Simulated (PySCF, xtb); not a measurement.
Al(F)2(Et) (C₂H₅AlF₂), SMILES [CH2]([Al]([F])[F])C. Other conformers were not sampled.

Harmonic wavenumbers (cm⁻¹) from GFN2-xTB run with xtb at its own minimum, in rising order: 38, 82, 160, 175, 241, 260, 531, 620, 762, 828, 916, 981, 1048, 1202, 1208, 1410, 1452, 1488, 1494, 2915, 2939, 3003, 3020, 3029.

### Question
What does PySCF 2.14.0 with PBE-D3(BJ)/def2-SVP give at its own minimum? (Estimate from the structure and the level; the computed values follow.)

### Answer
23, 96, 164, 228, 262, 297, 552, 589, 808, 905, 907, 941, 1022, 1176, 1198, 1350, 1375, 1423, 1431, 2962, 2967, 3005, 3046, 3059. Paired by order, the mean absolute difference is 35 cm⁻¹ and the zero-point energies are 42.6 and 42.6 kcal/mol.
